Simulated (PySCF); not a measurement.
C₇H₁₂SSi.
Numbering: `[CH3:1][C:2]#[C:3][CH2:4][C@H:5]1[CH2:6][CH2:7][S:8][SiH2:9]1`

NICS = −σ at a ghost point: NICS(0) at the centroid of the ring atoms, NICS(1) 1 Å to either side along the normal of their mean plane, zz for the tensor component along that normal. Level: GIAO PBE0/pcSseg-1 (PySCF, non-relativistic, gas phase) on the GFN2-xTB geometry, one conformer.

Ring bond lengths (Å), with Mayer bond orders in brackets: C5–C6 1.528 (1.01), C6–C7 1.517 (1.03), C7–S8 1.836 (0.99), S8–Si9 2.143 (0.98), Si9–C5 1.909 (0.87).

**Question.** Give the NICS values of each ring in ppm.

**Answer.** 
```tsv
ring	type	NICS(0)	NICS(1), two faces	NICS(1)zz, two faces	rms pucker (Å)	centre to ring atoms, mean (Å)
C5–C6–C7–S8–Si9	5-membered ring with S and Si; formal bonds all single	-6.9	-4.5 / -4.3	-1.7 / -2.1	0.21	1.48
```

**Question.** What do they say, and how far can they be read as aromaticity?

**Answer.** 
- C5–C6–C7–S8–Si9: mean NICS(1)zz -1.9 ppm, near zero. C5, C6, C7, Si9 have four or more neighbours, so the value isn't read as a sign of a π ring current.

**Question.** What is the mean of the two in-plane components of NICS at the second NICS(1) probe listed for ring C5–C6–C7–S8–Si9, 1 Å off the ring?

**Answer.** The isotropic value is a third of the trace: (3 × -4.3 − (-2.1))/2 = -5.4 ppm.

**Question.** How shielded are the nuclei of the rings and their hydrogens (means over atoms taken as equivalent)?

**Answer.** 
| atoms | environment | σ isotropic (ppm) |
| --- | --- | --- |
| C5 | sp3 carbon bound to silicon | 150.4 |
| C6 | ring CH2 carbon | 146.3 |
| C7 | sp3 carbon bound to sulfur | 147.4 |
| S8 | sulfur bonded to C and Si | 671.7 |
| Si9 | SiH2 silicon | 359.2 |
| H on C5 | methine hydrogen | 30.08 |
| H on C6 | methylene hydrogen | 29.66 |
| H on C6 | methylene hydrogen | 30.47 |
| H on C7 | methylene hydrogen | 28.78 |
| H on C7 | methylene hydrogen | 28.86 |
| H on Si9 | Si–H hydrogen | 27.01 |
| H on Si9 | Si–H hydrogen | 26.72 |

Hardware: an Arm Neoverse N1 with one thread, no GPU, on a shared host. Cost: 82 s of wall time, 0.96 GiB resident at most. This is the whole shielding run at PBE0/pcSseg-1, SCF included.
